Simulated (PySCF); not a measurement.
This script is equivalent to a calculation on Mn⁺ (manganese, charge +1).

```python
from pyscf import gto, scf, dft, mp, cc
import basis_set_exchange as bse
mol = gto.M(atom="Mn 0 0 0", charge=1, spin=6, symmetry="D2h",
            basis=gto.basis.parse(bse.get_basis("aug-cc-pVDZ", elements=["Mn"], fmt="nwchem", header=False)))
mf = dft.UKS(mol, xc="B88,P86")
mf.irrep_nelec = {'Ag': (6, 3), 'B1g': (1, 0), 'B2g': (1, 0), 'B3g': (1, 0), 'B1u': (2, 2), 'B2u': (2, 2), 'B3u': (2, 2)}
mf.kernel()
```

Task: What total energy does it give?

Result: -1150.870 hartree (calculated).

Task: Which occupied shell lies highest, and where?

Result: 4s α, at -12.578 eV.

Task: What is ⟨S²⟩, and what would a pure spin state give?

Result: 12.000, against 12.00.
